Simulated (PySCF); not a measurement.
**Computed vibrations of OsS3F2**

OsS3F2 (singlet). PySCF 2.14.0, RKS B3LYP, Os def2-SVP with ECP60, S def2-SVP, F def2-SVP; non-relativistic Hamiltonian with scalar-relativistic core potentials where named; density fitting; no spin-orbit coupling. Central differences of gradients.

```xyz
6

Os    0.0000    0.0000    0.0000
S    -1.0642    0.0000    1.8433
S    -1.0642    0.0000   -1.8433
S     2.1284    0.0000    0.0000
F     0.0000    1.9330    0.0000
F     0.0000   -1.9330    0.0000
```

Run from Python with OMP_NUM_THREADS=2. Where DIIS fails, smearing, a level shift and second-order steps follow.
It took 44 s on 2 threads of Arm Neoverse V1, on a shared host.

**Question.** What are the harmonic wavenumbers and infrared intensities?

**Answer.** Modes are labelled in D3h; negative numbers are unstable modes, those under 60 cm⁻¹ near the noise; a finer grid moves soft modes by up to 10 cm⁻¹.
```tsv
cm⁻¹	km/mol	symmetry
125	7.6	e'
125	7.6	e'
130	4.9	a2''
246	2.8	e'
246	2.8	e'
247	0.0	e''
247	0.0	e''
481	0.0	a1'
504	38.7	e'
504	38.7	e'
588	0.0	a1'
612	164.6	a2''
```

**Question.** Is this a minimum?

**Answer.** Yes. Ideal gas at 298.15 K and 1 bar: S = 367.9 J/(mol K), Cp = 111.5 J/(mol K), H − H(0 K) = 23.1 kJ/mol (rigid rotor, harmonic modes, spin degeneracy alone).
